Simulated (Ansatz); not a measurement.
`CC[SiH](C)C[SiH](C)C[SiH](C)C` with charge +1. Total charge 1; doublet. Geometry PBE-D4/def2-SVP, that of the neutral singlet; atoms count from 1.

```xyz
35

C    -2.2034   -1.4805    2.6267
C    -0.9012   -0.8598    3.1516
Si   -0.6861    0.9864    2.7450
C    -2.0356    2.0091    3.5956
C    -0.7286    1.2716    0.8691
Si    0.3935    0.1493   -0.1686
C     2.1637    0.1745    0.4980
C     0.3647    0.6709   -1.9914
Si    1.4691   -0.3176   -3.1747
C     1.2091    0.2619   -4.9591
C     1.1059   -2.1702   -3.0321
H    -3.0994   -0.9666    3.0336
H    -2.2921   -2.5529    2.8989
H    -2.2647   -1.4210    1.5201
H    -0.8329   -0.9708    4.2566
H    -0.0225   -1.4069    2.7436
H     0.6591    1.4328    3.2700
H    -2.0072    1.8745    4.6965
H    -3.0439    1.7110    3.2410
H    -1.9092    3.0900    3.3815
H    -1.7750    1.1471    0.5112
H    -0.4545    2.3315    0.6697
H    -0.1387   -1.2622   -0.0726
H     2.2011   -0.1548    1.5562
H     2.5868    1.1991    0.4496
H     2.8249   -0.4911   -0.0931
H    -0.6853    0.6071   -2.3558
H     0.6532    1.7442   -2.0535
H     2.9140   -0.0764   -2.8009
H     1.4282    1.3442   -5.0646
H     1.8701   -0.2889   -5.6597
H     0.1594    0.0948   -5.2788
H     1.3136   -2.5463   -2.0098
H     0.0391   -2.3801   -3.2557
H     1.7249   -2.7538   -3.7439
```

**Question.** Estimate the Mulliken populations of the heavy atoms from the PBE0/def2-SVP orbitals of Ansatz.

**Answer.** 
```csv
atom,charge (e),spin (α − β)
C1,-0.09,0.00
C2,-0.35,0.01
Si3,0.48,0.06
C4,-0.33,0.14
C5,-0.48,0.27
Si6,0.48,0.07
C7,-0.35,0.00
C8,-0.48,0.27
Si9,0.48,0.06
C10,-0.33,0.11
C11,-0.36,0.00
```
Mulliken values depend strongly on the basis.

**Question.** Where does the spin sit?

**Answer.** Summed by element: C 0.81, Si 0.19, H 0.00, of 1 unpaired in all. Largest on single atoms: C8 0.27, C5 0.27, C4 0.14.

**Question.** And the Mayer bond orders between heavy atoms (over 0.3)?

**Answer.** C1–C2 1.04 (1.54 Å); C2–Si3 1.00 (1.90 Å); Si3–C4 0.96 (1.89 Å); Si3–C5 0.84 (1.90 Å); C5–Si6 0.87 (1.90 Å); Si6–C7 1.06 (1.89 Å); Si6–C8 0.89 (1.90 Å); C8–Si9 0.81 (1.90 Å); Si9–C10 0.97 (1.89 Å); Si9–C11 1.04 (1.89 Å).
